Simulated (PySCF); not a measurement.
A run for PySCF: D3(BJ) and D4 dispersion corrections on C2H8OTe (a complex).

```python
from pyscf import gto
from pyscf.dispersion import dftd3, dftd4

mol = gto.M(
    atom='''
    C     0.22529050   -1.31212054    0.07419019
    Te    0.16601861    0.84194480    0.09775563
    C     0.17101836    1.03980969   -2.05468361
    H     1.13179005   -1.64569210   -0.42379263
    H     0.22860427   -1.61950785    1.11655451
    H    -0.65659520   -1.69481641   -0.43258099
    H     1.07943997    0.60091944   -2.45896897
    H     0.14297253    2.10269378   -2.28492568
    H    -0.70800100    0.55187579   -2.46765398
    O     0.17398375   -0.05301144    3.30143988
    H    -0.60764281    0.51050591    3.30336962
    H     0.92314571    0.55290836    3.31204364
    ''',
    basis='def2-svp',
    charge=0, spin=0, verbose=0, max_memory=1800)
d3, d4 = {}, {}
for xc in ['hf', 'pbe', 'blyp', 'revpbe', 'tpss', 'r2scan', 'b3lyp', 'pbe0', 'bhlyp', 'camb3lyp', 'b2plyp']:
    d3[xc] = float(dftd3.DFTD3Dispersion(mol, xc=xc, version='d3bj', atm=False).get_dispersion()['energy'])
    print(f'D3(BJ) {xc:10s} {d3[xc]:14.8f} Eh')
for xc in ['hf', 'pbe', 'blyp', 'revpbe', 'tpss', 'r2scan', 'b3lyp', 'pbe0', 'bhlyp', 'camb3lyp', 'b2plyp']:
    d4[xc] = float(dftd4.DFTD4Dispersion(mol, xc={'camb3lyp': 'cam-b3lyp'}.get(xc, xc), atm=True).get_dispersion()['energy'])
    print(f'D4     {xc:10s} {d4[xc]:14.8f} Eh')
```

Program output:

```
D3(BJ) hf            -0.06093348 Eh
D3(BJ) pbe           -0.00844174 Eh
D3(BJ) blyp          -0.01851014 Eh
D3(BJ) revpbe        -0.02068132 Eh
D3(BJ) tpss          -0.01087825 Eh
D3(BJ) r2scan        -0.00242217 Eh
D3(BJ) b3lyp         -0.01525608 Eh
D3(BJ) pbe0          -0.00754624 Eh
D3(BJ) bhlyp         -0.01240174 Eh
D3(BJ) camb3lyp      -0.00717930 Eh
D3(BJ) b2plyp        -0.00741453 Eh
D4     hf            -0.02628500 Eh
D4     pbe           -0.00783076 Eh
D4     blyp          -0.01701568 Eh
D4     revpbe        -0.02260243 Eh
D4     tpss          -0.01055228 Eh
D4     r2scan        -0.00192535 Eh
D4     b3lyp         -0.01266817 Eh
D4     pbe0          -0.00666357 Eh
D4     bhlyp         -0.01006941 Eh
D4     camb3lyp      -0.00681733 Eh
D4     b2plyp        -0.00547788 Eh
```

The run finished.

Cost: around 0.020 core-seconds (rough).
